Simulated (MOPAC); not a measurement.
MOPAC input (PM6):

```
PM6 FORCE THERMO(298,298) PRECISE LET CHARGE=1 GEO-OK AUX(PRECISION=9) THREADS=1
H7O3Si2

O     0.35076810 1   -0.74882250 1   -1.56472492 1
Si   -0.25122426 1   -0.17640594 1   -0.22640694 1
O    -1.75738245 1   -0.04144357 1    0.21382472 1
O     0.24624706 1   -1.62520960 1    0.93895546 1
Si    0.79435494 1    1.59190731 1    0.30740449 1
H     0.58787670 1   -1.09118761 1   -2.38896080 1
H    -2.66848181 1    0.00122180 1    0.35857855 1
H    -0.31259283 1   -1.94787506 1    1.67843547 1
H     0.86675959 1   -2.34175057 1    0.68433965 1
H     2.24929045 1    1.28132588 1    0.19914681 1
H     0.41111286 1    1.91769569 1    1.71154517 1
H     0.35011691 1    2.63060718 1   -0.66906912 1
```

Output:

```
 *******************************************************************************
 **                                                                           **
 **                              MOPAC v23.2.5                                **
 **                                                                           **
 *******************************************************************************
 ** MOPAC's Digital Object Identifier: https://doi.org/10.5281/zenodo.6511958 **
 **                                                                           **
 ** Please cite the open-source release paper for use of this MOPAC version:  **
 ** J. E. Moussa and J. J. P. Stewart (2026)                                  **
 ** MOPAC: An open-source semiempirical molecular orbital program             **
 ** J. Open Source Softw., 11(119), 8025, https://doi.org/10.21105/joss.08025 **
 *******************************************************************************

                              PM6 CALCULATION RESULTS

 *******************************************************************************
 *  PM6        - The PM6 Hamiltonian to be used
 *  GEO-OK     - OVERRIDE INTERATOMIC DISTANCE AND OTHER SAFETY CHECKS
 *
 *
 *
 *                 CHARGE ON SYSTEM = +1
 *
 *
 *
 *  LET        - OVERRIDE SOME SAFETY CHECKS
 *  PRECISE    - TIGHTER CRITERIA TO BE USED
 *  FORCE      - FORCE CALCULATION SPECIFIED
 *  AUX        - OUTPUT AUXILIARY INFORMATION
 *  THERMO     - THERMODYNAMIC QUANTITIES TO BE CALCULATED
 *******************************************************************************
PM6 FORCE THERMO(298,298) PRECISE LET CHARGE=1 GEO-OK AUX(PRECISION=9) THREADS=1
 H7O3Si2

   ATOM   CHEMICAL          X               Y               Z
  NUMBER   SYMBOL      (ANGSTROMS)     (ANGSTROMS)     (ANGSTROMS)

     1       O          0.35076810  *  -0.74882250  *  -1.56472492  *
     2      Si         -0.25122426  *  -0.17640594  *  -0.22640694  *
     3       O         -1.75738245  *  -0.04144357  *   0.21382472  *
     4       O          0.24624706  *  -1.62520960  *   0.93895546  *
     5      Si          0.79435494  *   1.59190731  *   0.30740449  *
     6       H          0.58787670  *  -1.09118761  *  -2.38896080  *
     7       H         -2.66848181  *   0.00122180  *   0.35857855  *
     8       H         -0.31259283  *  -1.94787506  *   1.67843547  *
     9       H          0.86675959  *  -2.34175057  *   0.68433965  *
    10       H          2.24929045  *   1.28132588  *   0.19914681  *
    11       H          0.41111286  *   1.91769569  *   1.71154517  *
    12       H          0.35011691  *   2.63060718  *  -0.66906912  *

          CARTESIAN COORDINATES

    NO.       ATOM           X           Y           Z

     1         O          0.3508     -0.7488     -1.5647
     2        Si         -0.2512     -0.1764     -0.2264
     3         O         -1.7574     -0.0414      0.2138
     4         O          0.2462     -1.6252      0.9390
     5        Si          0.7944      1.5919      0.3074
     6         H          0.5879     -1.0912     -2.3890
[...]
 FREQUENCY          2108.82         Si 5 -- H 10         +49.8% ( 70.8%)     98.3%
 TRANSITION DIPOLE   0.0014         Si 5 -- H 11         +49.7% ( 70.7%)     98.8%
 TRAVEL (Ang.)       0.2494         Si 2 -- Si 5          +0.2% (  5.0%)      0.0%
 REDUCED MASS        0.5143         Si 5 -- H 12          +0.2% (  4.9%)      0.0%
 EFFECTIVE MASS      1.4294
 FORCE CONSTANT      1.3474

 VIBRATION         27   12A"          ATOM PAIR      ENERGY CONTRIBUTION    RADIAL
 FREQUENCY          2353.99         O  3 -- H  7         +49.1% ( 70.4%)    100.0%
 TRANSITION DIPOLE   2.0338         O  1 -- H  6         +49.1% ( 70.4%)    100.0%
 TRAVEL (Ang.)       0.2485         O  4 -- H  8          +0.7% (  8.2%)     97.1%
 REDUCED MASS        0.4637         O  4 -- H  9          +0.7% (  8.2%)     97.3%
 EFFECTIVE MASS      1.3048
 FORCE CONSTANT      1.5141

 VIBRATION         28   16A'          ATOM PAIR      ENERGY CONTRIBUTION    RADIAL
 FREQUENCY          2364.60         O  1 -- H  6         +49.5% ( 70.3%)    100.0%
 TRANSITION DIPOLE   1.3203         O  3 -- H  7         +49.5% ( 70.3%)    100.0%
 TRAVEL (Ang.)       0.2461         O  4 -- H  8          +0.3% (  5.1%)     97.3%
 REDUCED MASS        0.4708         O  4 -- H  9          +0.3% (  5.1%)     97.5%
 EFFECTIVE MASS      1.3117
 FORCE CONSTANT      1.5508

 VIBRATION         29   13A"          ATOM PAIR      ENERGY CONTRIBUTION    RADIAL
 FREQUENCY          2387.85         O  4 -- H  8         +49.2% ( 72.1%)     98.0%
 TRANSITION DIPOLE   1.9184         O  4 -- H  9         +49.2% ( 72.1%)     98.1%
 TRAVEL (Ang.)       0.2377         O  1 -- H  6          +0.6% (  7.8%)     99.5%
 REDUCED MASS        0.4998         O  3 -- H  7          +0.6% (  7.8%)     99.5%
 EFFECTIVE MASS      1.4676
 FORCE CONSTANT      1.6789

 VIBRATION         30   17A'          ATOM PAIR      ENERGY CONTRIBUTION    RADIAL
 FREQUENCY          2499.37         O  4 -- H  9         +49.7% ( 67.4%)     99.7%
 TRANSITION DIPOLE   0.9370         O  4 -- H  8         +49.7% ( 67.4%)     99.7%
 TRAVEL (Ang.)       0.2354         O  3 -- H  7          +0.3% (  4.8%)     99.8%
 REDUCED MASS        0.4870         O  1 -- H  6          +0.3% (  4.8%)     99.7%
 EFFECTIVE MASS      1.1106
 FORCE CONSTANT      1.7925

      SYMMETRY NUMBER FOR POINT-GROUP Cs  =  1

          SYSTEM IS A GROUND STATE

 H7O3Si2

          MOLECULE IS NOT LINEAR

          THERE ARE 30 GENUINE VIBRATIONS IN THIS SYSTEM
          THIS THERMODYNAMICS CALCULATION IS LIMITED TO
          MOLECULES WHICH HAVE NO INTERNAL ROTATIONS

                    CALCULATED THERMODYNAMIC PROPERTIES
                                          *
   TEMP. (K)   PARTITION FUNCTION   H.O.F.    ENTHALPY  HEAT CAPACITY ENTROPY
                                   KCAL/MOL   CAL/MOLE    CAL/K/MOL  CAL/K/MOL

 298.00  VIB.     0.2832D+03                  4249.7299    27.4896    25.4811
         ROT.     0.2108D+06                   888.2803     2.9808    27.3417
         INT.     0.5972D+08                  5138.0102    30.4704    52.8228
         TRA.     0.1134D+28                  1480.4672     4.9680    40.0329
         TOT.                      -68.833    6618.4773    35.4384    92.8557

   *: NOTE: HEATS OF FORMATION ARE RELATIVE TO THE
            ELEMENTS IN THEIR STANDARD STATE AT 298K
              (=  Standard Enthalpy of Formation).

            Hvib:  Zero-point energy is not included.
                   frequencies of less than zero cm-1 are not included.
            Hrot = (3/2)RT
            Htra = (3/2)RT + pV = (5/2)RT

            Heat capacity is Cp, not Cv

          For more information, see: HTTP://OpenMOPAC.net/Manual/thermochemistry.html

           FORCE CONSTANT IN CARTESIAN COORDINATES (Millidynes/A)

    ATOM   CHEMICAL       X               Y               Z
   NUMBER   SYMBOL  FORCE CONSTANT  FORCE CONSTANT  FORCE CONSTANT

      1       O        5.906821        0.815568        0.708657
      2      Si        6.209444        3.803730        2.335714
      3       O        2.463757        4.257748        0.709541
      4       O        3.528026        1.095223        3.695251
      5      Si        4.025174        3.591475        3.578349
      6       H        3.134859        0.290101        0.249954
      7       H        1.113528        2.311262        0.250123
      8       H        2.196209        0.495571        1.447726
      9       H        2.102789        0.582444        1.454272
     10       H        0.871770        1.860684        0.319877
     11       H        2.401155        0.333181        0.317995
     12       H        0.320188        0.517960        2.129353

 **********************
 *                    *
 * JOB ENDED NORMALLY *
 *                    *
 **********************

 == MOPAC DONE ==
```

The dipole moment of an ion depends on the origin.
